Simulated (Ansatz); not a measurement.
**Which method gave which barrier?**

Saddle point of BSiH7O3, singlet (BH₃O₂ ([OH][BH][OH]) + SiH₄O ([OH][SiH3]) → BSiH₅O₃ ([OH][B]([OH])[O][SiH3]) + H₂; bonds formed: B1–O6, H2–H5; bonds broken: B1–H2, H5–O6), PBE0-D4/def2-TZVP structure:

B1  (1.032, 0.181, -0.066)
H2  (1.158, 0.775, -1.323)
O3  (1.859, 0.771, 0.870)
O4  (1.066, -1.200, -0.186)
H5  (0.137, 0.910, -1.020)
O6  (-0.486, 0.692, -0.037)
Si7  (-1.785, -0.364, 0.090)
H8  (1.746, 1.719, 0.954)
H9  (1.782, -1.576, 0.330)
H10  (-1.835, -1.272, -1.079)
H11  (-1.675, -1.125, 1.354)
H12  (-2.999, 0.488, 0.112)
(Å)

Computed with Ansatz 0.2.0 (basis: def2-TZVPP, with def2-QZVPP for the basis limit); correlated methods freeze the cores. B3LYP uses VWN-RPA correlation. Extrapolation: Hartree–Fock as exp(−7.88 √X), correlation as X^−2.97. Four methods, as single points on the PBE0-D4 structures, gave these electronic barriers from the start structure: 1.166, 1.454, 1.598, 2.092 eV.

(1) The methods were, in alphabetical order, B3LYP-D4, BHLYP-D4, HF, PBE-D4. Which gave which? (Judge from chemistry; the calculation decides.)

The T1 diagnostic stays at or below 0.013.

## Answers

(1) By the calculation: PBE-D4 1.166; B3LYP-D4 1.454; BHLYP-D4 1.598; HF 2.092 eV. For comparison, CCSD(T) at an estimated basis limit (MP2 extrapolated from triple and quadruple zeta, plus CCSD(T) − MP2 in triple zeta) gives 1.466 eV.

The step is the kind of ligand exchange by which a precursor binds to a hydroxyl group, or is hydrolysed, in atomic layer deposition of oxides.

Labels in which every atom is bracketed show which atoms are joined, not bond orders.

For scale, one of the runs: CCSD(T)/def2-TZVPP, 264 basis functions, launched by `ansatz run in.yaml --threads 8 --pin off --events-out ev --progress --plain --max-ram 19148MiB`. The run took 29 s on 8 CPU threads of an Intel Xeon 6975P-C (shared host), with 7.3 GiB of host memory at its peak.
